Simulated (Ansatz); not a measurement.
Gas-phase electronic energies from Ansatz, PBE0-D4/def2-TZVP geometries. CBS: MP2 limit from def2 TZ/QZ plus the TZ coupled-cluster correction, frozen cores. Functionals use def2-TZVPP. B3LYP here is the variant with VWN-RPA as its local correlation; programs differ in this. Elements past krypton have def2 core potentials. For I, Zr outer-core shells are correlated without core-valence functions, which leaves a few kJ/mol of doubt a bond. One conformer a species, not always the lowest.

Consider the redistribution: `[CH3][Zr]([OH])([I])[I]` + `C=C([SiH3])OC` → `C[O][Zr]([CH3])([I])[I]` + `C=C(O)[SiH3]`.

**Question.** Is it downhill or uphill in electronic energy at CCSD(T)/CBS, and by how much? (Best estimate.)

**Answer.** The calculation gave: Uphill: ΔE = +1.6 kcal/mol.

**Question.** What do these levels give: B3LYP-D4, ωB97X-V, ωB97M-V, B2PLYP, r2SCAN, PBE0, B3LYP, HF/def2-TZVPP, MP2/def2-TZVPP, CCSD(T)/def2-TZVPP, MP2/def2-QZVPP, CCSD/CBS(def2)? (Estimate.)

**Answer.** Computed: B3LYP-D4 1.3, ωB97X-V 1.9, ωB97M-V 2.1, B2PLYP 1.1, r2SCAN 1.5, PBE0 1.1, B3LYP 0.8, HF/def2-TZVPP 1.3, MP2/def2-TZVPP 1.5, CCSD(T)/def2-TZVPP 1.2, MP2/def2-QZVPP 1.7, CCSD/CBS(def2) 1.7 kcal/mol.

Largest T1 diagnostic among the species: 0.014.
